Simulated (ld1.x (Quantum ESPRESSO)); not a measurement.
Varying the TM potential for B (Z = 5)

Base potential:

```
Element                 : boron
Generator               : ld1.x (Quantum ESPRESSO) 7.5
Type                    : norm-conserving Troullier–Martins (Kleinman–Bylander form)
Functional              : Wu–Cohen
Relativity              : non-relativistic
Frozen core             : [He]
Valence charge          : 3
Reference configuration : 2s1 2p0 (charge +2)
Partial waves           : 2p (bound, empty): rc 1.95 bohr; 3d channel at 0.4 Ry: rc 1.80 bohr; 2s (bound): rc 1.20 bohr
Local potential         : the s channel
Core correction         : a·sin(br)/r model core inside 0.55 bohr
```

Cutoffs, loose and tight: the cutoffs (Ry, on a coarse ladder) from which the occupation-weighted sum of valence levels, in a spherical-Bessel basis at the reference potential, stays within 10 and 1 mRy of its value at 400 Ry. They do not see the model core or the augmentation charge, which bear on the density cutoff. Test errors are all-electron minus pseudo excitation energies from the reference, over the configurations 2s2 2p1; 2s2 2p0; 2s2 2p0.5; 2s1 2p2; 2s1 2p1; 2s0 2p3; 2s2 2p1.3. A dash means not determined; rows that change the core or the reference have their own tests.

```csv
change,outcome,"cutoff, loose","cutoff, tight",bound ghosts,largest test error (meV)
base,generated,21 Ry,55 Ry,none,+112
wave 2s (bound): rc 1.20 bohr becomes 2s (bound): rc 0.78 bohr,generated,140 Ry,180 Ry,none,+145
wave 2s (bound): rc 1.20 bohr becomes 2s (bound): rc 1.02 bohr,generated,40 Ry,80 Ry,none,+121
wave 2s (bound): rc 1.20 bohr becomes 2s (bound): rc 1.34 bohr,generated,21 Ry,55 Ry,none,+115
wave 2s (bound): rc 1.20 bohr becomes 2s (bound): rc 1.52 bohr,generated,18 Ry,50 Ry,none,+137
wave 2s (bound): rc 1.20 bohr becomes 2s (bound): rc 1.72 bohr,generated,15 Ry,40 Ry,none,+180
```

Reading the sweep of the s radius (base included, trends over the rows without a ghost): The loose cutoff falls from 140 Ry at 0.78 to 15 Ry at 1.72 bohr. A larger radius leaves more room for a smooth pseudo-wave, so fewer plane waves are needed; a smaller one forces it to follow the all-electron wave where it bends sharply. The median size of the test errors (rows with all tests solved) is not monotonic: lowest 66.8 meV at 1.02 bohr, highest 86.5 meV at 0.78 bohr.
